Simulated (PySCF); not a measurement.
**Computed data sheet: `[H]/[C]=C\C#C[C@@H](C#C)CC` [radical]**

Species: C₉H₉ (doublet state).
Cartesian coordinates in Å at the GFN2-xTB level; atoms count from 1:
```
atom  x, y, z in Å
C1     3.404   -1.931   -0.304
C2     2.669   -1.238   -1.124
C3     1.547   -0.464   -0.710
C4     0.615    0.185   -0.315
C5    -0.551    0.956    0.093
C6    -1.251    1.417   -1.096
C7    -1.823    1.775   -2.084
C8    -1.484    0.111    0.983
C9    -0.816   -0.250    2.303
H10    3.447   -2.142    0.739
H11    2.870   -1.207   -2.190
H12   -0.210    1.833    0.662
H13   -2.326    2.100   -2.946
H14   -1.758   -0.798    0.444
H15   -2.397    0.682    1.170
H16   -1.482   -0.859    2.910
H17    0.099   -0.811    2.122
H18   -0.563    0.648    2.866
```

**GFN2-xTB geometry**

* Point group of the GFN2-xTB geometry: C1
* Rotational constants A, B, C of the GFN2-xTB geometry: 2.184, 0.966, 0.693 GHz

From UKS B3LYP, pcH-1 on C H, non-relativistic, mean-field spin-orbit, GIAO (PySCF):

* Isotropic g value: 2.00225
* Principal g values: 2.00179, 2.00222, 2.00272
* Spin squared ⟨S²⟩: 0.763
* Largest Mulliken spin population: 1.07 on C1
* Largest isotropic hyperfine couplings (means over sets of like nuclei): 13C +331.7 (C1), 13C +118.6 (C3), 1H +106.7 (H11), 1H +41.9 (H10), 13C +6.9 (C4) MHz

Monoisotopic mass (most abundant isotopes): 117.0704 u.

The rotational constants make it an asymmetric top with κ = (2B − A − C)/(A − C) = -0.63, nearer the prolate limit (−1). ⟨S²⟩ is 0.013 above the pure-spin value S(S + 1) = 0.75. With B = h/(8π²I), that is 505.379 GHz u Å² over I, the principal moments of inertia are 231.4, 523.1 and 729.1 u Å² (most abundant isotopes); the inertial defect Ic − Ia − Ib is -25.4 u Å² (zero for a rigid planar frame, negative otherwise). g_iso is shifted by about -70 ppm from the free-electron value 2.002319; the principal values span 0.0009. At 9.50 GHz, hν = g·μB·B₀ (B₀ the magnetic field) puts the centre of the isotropic spectrum, to first order, at 339.0 mT.

The structure is a single GFN2-xTB conformer in the gas phase; no vibrational or solvent corrections. Hyperfine couplings depend on the geometry, which wasn't re-optimised at a DFT level.
